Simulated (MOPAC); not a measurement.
Input file for MOPAC: AM1 on BC-, 2S+1 = 3, a spin state set in the input, which need not be the lowest, a point of a bond scan (R = 1.431 Å). Charge -1.

```
AM1 1SCF PRECISE CHARGE=-1 UHF MS=1 THREADS=1
CB

B      0.00000000 1     0.00000000 1     0.00000000 1
C      0.00000000 1     0.00000000 1     1.43050200 1
```

The log:

```
*******************************************************************************
 **                                                                           **
 **                              MOPAC v23.2.5                                **
 **                                                                           **
 *******************************************************************************
 ** MOPAC's Digital Object Identifier: https://doi.org/10.5281/zenodo.6511958 **
 **                                                                           **
 ** Please cite the open-source release paper for use of this MOPAC version:  **
 ** J. E. Moussa and J. J. P. Stewart (2026)                                  **
 ** MOPAC: An open-source semiempirical molecular orbital program             **
 ** J. Open Source Softw., 11(119), 8025, https://doi.org/10.21105/joss.08025 **
 *******************************************************************************

                              AM1 CALCULATION RESULTS

 *******************************************************************************
 *  AM1        - The AM1 Hamiltonian to be used
 *  UHF        - UNRESTRICTED HARTREE-FOCK CALCULATION
 *
 *
 *
 *                 CHARGE ON SYSTEM = -1
 *
 *
 *
 *  MS=        - IN MECI, MAGNETIC COMPONENT OF SPIN =  1.0
 *  PRECISE    - TIGHTER CRITERIA TO BE USED
 *  1SCF       - DO 1 SCF AND THEN STOP
 *  THREADS=1  - MULTI-THREADING NOT USED
 *  T=         - A TIME OF 172800.0 SECONDS REQUESTED
 *  DUMP=N     - RESTART FILE WRITTEN EVERY 7200.0 SECONDS REQUESTED
 *******************************************************************************
AM1 1SCF PRECISE CHARGE=-1 UHF MS=1 THREADS=1
 CB

   ATOM   CHEMICAL          X               Y               Z
  NUMBER   SYMBOL      (ANGSTROMS)     (ANGSTROMS)     (ANGSTROMS)

     1       B          0.00000000  *   0.00000000  *   0.00000000  *
     2       C          0.00000000  *   0.00000000  *   1.43050200  *



          CARTESIAN COORDINATES

    NO.       ATOM           X           Y           Z

     1         B          0.0000      0.0000      0.0000
     2         C          0.0000      0.0000      1.4305

  B: (AM1): M.J.S. DEWAR ET AL, ORGANOMETALLICS, 7, 513-521 (1988)
  C: (AM1): M.J.S. DEWAR ET AL, J. AM. CHEM. SOC. 107 3902-3909 (1985)

           Empirical Formula: C B  =     2 atoms



      MOLECULAR POINT GROUP   :   C*v


          UHF CALCULATION, NO. OF ALPHA ELECTRONS =    5
                           NO. OF BETA  ELECTRONS =    3

 -------------------------------------------------------------------------------
 AM1 1SCF PRECISE CHARGE=-1 UHF MS=1 THREADS=1
 CB



     1SCF WAS SPECIFIED, SO BFGS WAS NOT USED
     SCF FIELD WAS ACHIEVED


                              AM1 CALCULATION
                                                       MOPAC v23.2.5 Linux




          FINAL HEAT OF FORMATION =        192.11401 KCAL/MOL =     803.80503 KJ/MOL


          COSMO AREA              =         69.42 SQUARE ANGSTROMS
          COSMO VOLUME            =         52.44 CUBIC ANGSTROMS

          IONIZATION POTENTIAL    =          0.360654 EV
          ALPHA SOMO LUMO (EV)    =         -1.860  9.444
          BETA  SOMO LUMO (EV)    =         -0.361  7.332
          NO. OF ALPHA ELECTRONS  =          5
          NO. OF BETA  ELECTRONS  =          3
          MOLECULAR WEIGHT        =         22.8210         POINT GROUP:  C*v

          MOLECULAR DIMENSIONS (Angstroms)

            Atom       Atom       Distance
            C     2    B     1     1.43050
            C     2    B     1     0.00000
            B     1    C     2     0.00000


          SCF CALCULATIONS        =          1





   ATOM   CHEMICAL          X               Y               Z
  NUMBER   SYMBOL      (ANGSTROMS)     (ANGSTROMS)     (ANGSTROMS)

     1       B          0.00000000  *   0.00000000  *   0.00000000  *
     2       C          0.00000000  *   0.00000000  *   1.43050200  *

                             CARTESIAN COORDINATES

   1    B        0.000000000     0.000000000     0.000000000
   2    C        0.000000000     0.000000000     1.430502000


           Empirical Formula: C B  =     2 atoms



      MOLECULAR POINT GROUP   :   C*v


          ALPHA EIGENVALUES
 -18.44897  -7.45716  -2.62454  -2.04175  -1.86036   9.44448   9.93718  13.43413


           BETA EIGENVALUES
 -15.88138  -4.20753  -0.36065   7.33167   7.67541  10.30724  11.03590  14.04718


              NET ATOMIC CHARGES AND DIPOLE CONTRIBUTIONS

  ATOM NO.   TYPE          CHARGE      No. of ELECS.   s-Pop       p-Pop
    1          B          -0.205462        3.2055     1.83246     1.37301
    2          C          -0.794538        4.7945     1.68406     3.11048
 DIPOLE           X         Y         Z       TOTAL
 POINT-CHG.     0.000     0.000    -1.843     1.843
 HYBRID         0.000    -0.000     1.320     1.320
 SUM            0.000    -0.000    -0.523     0.523


          ATOMIC ORBITAL ELECTRON POPULATIONS

     Atom    s        px        py        pz
    1  B   1.83246   0.57157   0.15448   0.64696
    2  C   1.68406   1.42843   0.84552   0.83652


                    (SZ)    =    1.000000
                    (S**2)  =    2.061194


          ATOMIC ORBITAL SPIN POPULATIONS

    Atom   Total    s     px     py     pz
         Atomic
    1  B  0.1398 -0.002 -0.218  0.154  0.206
    2  C  1.8602  0.106  0.218  0.846  0.691

 **********************
 *                    *
 * JOB ENDED NORMALLY *
 *                    *
 **********************




 == MOPAC DONE ==
```

The run finished.

Cost: around 0.020 core-seconds (rough).
